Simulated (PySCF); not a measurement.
Compound: C7H9Cl3O.
Z-matrix (Å and degrees, PBE0-D3(BJ)/def2-SVP geometry), rows numbered from 1:
```
C 
C   1  1.3320
C   2  1.5017  1  124.36
C   3  1.4992  2  112.19  1   125.82
C   4  1.3505  3  126.71  2  -115.49
C   5  1.4892  4  125.95  3     0.26
Cl  6  1.8042  5  112.52  4   -63.10
Cl  6  1.7845  5  108.81  4   177.88
Cl  6  1.7980  5  112.85  4    58.42
O   4  1.3406  3  110.21  2    64.28
C  10  1.4036  4  119.64  3  -177.70
H   1  1.0931  2  121.25  3   179.33
H   1  1.0944  2  121.48  3    -0.88
H   2  1.0959  1  119.96  3   179.83
H   3  1.1053  2  109.21  1  -116.79
H   3  1.0955  2  110.94  1     1.40
H   5  1.0886  4  120.24  3  -178.88
H  11  1.0968 10  106.61  4   178.49
H  11  1.1033 10  111.30  4    59.30
H  11  1.1034 10  111.36  4   -62.51
```

Method: PBE0-D3(BJ)/def2-SVP geometry optimisation, gas phase (PySCF).

Masses are those of the commonest isotopes; rigid-rotor values at the optimised geometry. The values belong to one conformer with, in the numbering `[CH2:1]=[CH:2][CH2:3]/[C:4](=[CH:5]\[C:6]([Cl:7])([Cl:8])[Cl:9])[O:10][CH3:11]`, C1–C2–C3–C4 126°, C2–C3–C4–C5 -115°, C3–C4–O10–C11 -178°.

(1) Give the principal moments of inertia and the rotational constants in cm⁻¹.

(2) What kind of rotor is it?

(3) Is it planar, by Δ = Ic − Ia − Ib?

(4) Give the other two planar moments, Paa and Pbb, and the rms extents of the mass along the axes.

(5) Give the coordinates in the principal-axis frame, origin at the centre of mass.

(6) Which lines would a microwave search look for?

(7) Estimate the classical rotational partition function at 10 K, 25 K and 50 K.

Results:

(1) Ia = 587.47, Ib = 946.70, Ic = 1194.15 u·Å²; 505379 MHz·u·Å²/I gives 860.3, 533.8 and 423.2 MHz, that is A = 0.02870, B = 0.01781, C = 0.01412 cm⁻¹.

(2) An asymmetric top; Ray's κ = -0.494.

(3) Not planar: Δ = Ic − Ia − Ib = -340.02 u·Å². For a rigid frame Δ = −2 Σ m c², so Σ m c² = 170.01 u·Å² lies off the ab plane: 8.51 from hydrogen and 161.50 from heavier atoms. The atom farthest from that plane is 1.78 Å away.

(4) Paa = Σ m a² = (Ib + Ic − Ia)/2 = 776.69 and Pbb = Σ m b² = (Ia + Ic − Ib)/2 = 417.46 u·Å². With the mass M = 213.97 u, the rms extents √(P/M) along a, b and c are 1.91, 1.40, 0.89 Å.

(5) The sense of each axis is arbitrary; atoms in the order of the calculation.
```csv
atom,mass (u),a (Å),b (Å),c (Å)
C1,12.000,2.757,-2.436,0.493
C2,12.000,2.838,-1.175,0.069
C3,12.000,1.832,-0.519,-0.833
C4,12.000,1.300,0.757,-0.253
C5,12.000,0.026,1.004,0.122
C6,12.000,-1.112,0.047,0.037
Cl7,34.969,-1.487,-0.432,-1.662
Cl8,34.969,-2.570,0.825,0.709
Cl9,34.969,-0.822,-1.466,0.964
O10,15.995,2.284,1.661,-0.141
C11,12.000,2.012,2.915,0.427
H12,1.008,3.525,-2.866,1.141
H13,1.008,1.920,-3.081,0.211
H14,1.008,3.679,-0.546,0.380
H15,1.008,2.322,-0.243,-1.784
H16,1.008,1.014,-1.206,-1.073
H17,1.008,-0.250,1.980,0.516
H18,1.008,2.961,3.466,0.438
H19,1.008,1.636,2.815,1.459
H20,1.008,1.274,3.476,-0.171
```

(6) The dipole components are |μa| = 2.03 D, |μb| = 2.16 D, |μc| = 0.32 D. The squared components, which scale the intensities, stand as 0.88 : 1.00 : 0.02 (a : b : c). Some lines, for components of 0.1 D or more:

```tsv
type	branch	J(Ka,Kc)	MHz	lower level (cm⁻¹)
c	Q	1(1,1) ← 1(0,1)	326	0.032
a	Q	2(1,1) ← 2(1,2)	332	0.103
b	Q	3(2,1) ← 3(1,2)	942	0.215
a	R	1(0,1) ← 0(0,0)	957	0.000
b	R	2(0,2) ← 1(1,1)	1564	0.043
b	Q	4(3,1) ← 4(2,2)	1699	0.380
b	Q	4(2,3) ← 4(1,4)	1732	0.312
a	R	2(1,2) ← 1(1,1)	1803	0.043
a	R	2(0,2) ← 1(0,1)	1890	0.032
a	R	2(1,1) ← 1(1,0)	2025	0.047
c	Q	4(4,1) ← 4(3,1)	2616	0.436
b	Q	4(4,1) ← 4(3,2)	2638	0.436
a	R	3(1,3) ← 2(1,2)	2692	0.103
a	R	3(2,2) ← 2(2,1)	2871	0.147
a	R	3(1,2) ← 2(1,1)	3020	0.114
a	R	4(0,4) ← 3(0,3)	3637	0.188
a	R	4(3,1) ← 3(3,0)	3886	0.307
c	R	3(2,2) ← 2(1,2)	4182	0.103
c	R	3(3,0) ← 2(2,0)	4773	0.147
c	R	4(1,3) ← 3(0,3)	4800	0.188
c	R	4(2,2) ← 3(1,2)	4942	0.215
c	R	4(2,3) ← 3(1,3)	5300	0.193
b	R	4(3,1) ← 3(2,2)	5812	0.242
```

(7) Point group C1, symmetry number σ = 1; q = (√π/σ)·√((kT/h)³/(ABC)), k/h = 20836.6 MHz/K: 12100 at 10 K, 47800 at 25 K, 135000 at 50 K.

Stationary, but not proved a minimum. These are rigid-rotor constants of the computed structure; measured ground-state constants (B0) also hold zero-point vibration. A rigid rotor knows nothing of internal rotation, which can split or shift real lines. Quadrupole hyperfine structure (35Cl) is left out.

Time: 6.9 min wall, 5.5 min CPU; peak memory 1.0 GiB. Hardware: an Intel Xeon Platinum 8488C with one thread, shared host. These figures are those of the optimisation.
